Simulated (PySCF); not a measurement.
SMILES C[SiH2]C#C[SiH2]F at its B3LYP/def2-SVP optimised geometry (Å):

```
13

Si    -1.3903    -3.1304     4.0197
F     -2.3403    -2.1338     4.8873
C     -0.8172    -2.2533     2.5208
C     -0.4255    -1.6785     1.5113
Si     0.1435    -0.7767     0.0000
C     -0.5334     0.9788     0.0000
H     -2.1962    -4.3160     3.6367
H     -0.2285    -3.5074     4.8623
H     -0.3324    -1.5346    -1.1927
H      1.6346    -0.7767     0.0000
H     -1.6346     0.9747     0.0082
H     -0.1967     1.5158    -0.9016
H     -0.1832     1.5346     0.8838
```

Method: B3LYP/def2-TZVP run with PySCF.

Map of the deformation density (molecule minus spherical neutral atoms) (e/bohr³) on the plane z = 1.0 Å:

```
|1111111111111111111111111111111|
|1111111111111111111111111111111|
|1111111111111111111111111111111|
|1111111111111111111111111111111|
|1111111111111111111111111111111|
|1111111111111111111111111111111|
|1111111111111100111111111111111|
|1111111111111000011111111111111|
|1111111111111110001111111111111|
|1111111111111363001111111111111|
|1111111111111464101111111111111|
|1111111111001232111111111111111|
|1111111111000111111111111111111|
|1111111111000011100111111111111|
|1111111111000010000111111111111|
|1111111111000000000011111111111|
|1111111111000000000011111111111|
|1111111111001110000011111111111|
|1111111111111232100111111111111|
|1111111111112565310111111111111|
|1111111111113797411111111111111|
|1111111111112696311111111111111|
|1111111111101243211111111111111|
|1111111111100011111111111111111|
|1111111111110000111111111111111|
|1111111111111111111111111111111|
|1111111111111111111111111111111|
|1111111111111111111111111111111|
|1111111111111111111111111111111|
|1111111111111111111111111111111|
|1111111111111111111111111111111|
```
Scale: ten equal steps from -0.014 (start of '0') to 0.076 (end of '9'), in the order '0123456789'; x runs from -4.00 to 4.00, y from -4.00 (bottom) to 4.00 (top).
